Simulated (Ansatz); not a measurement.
One change: `C=C([SiH3])CCl` becomes `C=C(CCl)[SiH2]F`.

Ansatz, PBE0-D4/def2-TZVP geometries, multiplicity 1. Each molecule was computed in one conformer, which needn't be the lowest.

```csv
property,`C=C([SiH3])CCl`
HOMO–LUMO gap (ωB97M-V/def2-TZVPP) / eV,11.56
size of the dipole moment (PBE/def2-TZVPP) / D,1.89
HOMO energy (PBE/def2-TZVPP) / eV,-6.89
HOMO–LUMO gap (PBE/def2-TZVPP) / eV,5.09
HOMO–LUMO gap (B3LYP/def2-TZVPP) / eV,6.80
HOMO energy (B3LYP/def2-TZVPP) / eV,-7.80
```

Q: Give the same properties after the change, and the shifts. (Estimate.)

A: Ansatz gave: 
```csv
property,`C=C(CCl)[SiH2]F`,shift
HOMO–LUMO gap (ωB97M-V/def2-TZVPP) / eV,11.53,-0.03
size of the dipole moment (PBE/def2-TZVPP) / D,1.84,-0.05
HOMO energy (PBE/def2-TZVPP) / eV,-6.98,-0.09
HOMO–LUMO gap (PBE/def2-TZVPP) / eV,5.06,-0.03
HOMO–LUMO gap (B3LYP/def2-TZVPP) / eV,6.78,-0.02
HOMO energy (B3LYP/def2-TZVPP) / eV,-7.92,-0.12
```

Dipoles are sizes alone; their direction can turn.

B3LYP here is the variant with VWN-RPA as its local correlation; programs differ in this.
